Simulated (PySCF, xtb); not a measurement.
C₃H₆FNSi, SMILES F[SiH2]N1C=CC1.

GFN2-xTB in xtb at its own geometry gives an orbital gap of 4.31 eV and a dipole moment of 1.62 D.

Geometry optimised at B3LYP-D3(BJ)/def2-SVP. The structure was generated by enumeration, and PubChem lists no compound with its InChIKey, so it may never have been made. The values are those of a single conformer.

Task: What does PySCF with PBE/def2-TZVP give? (The exact figures need the calculation; the answer reports its results.)

Result: gap 4.50 eV (levels -5.23 and -0.72 eV), dipole 1.60 D.
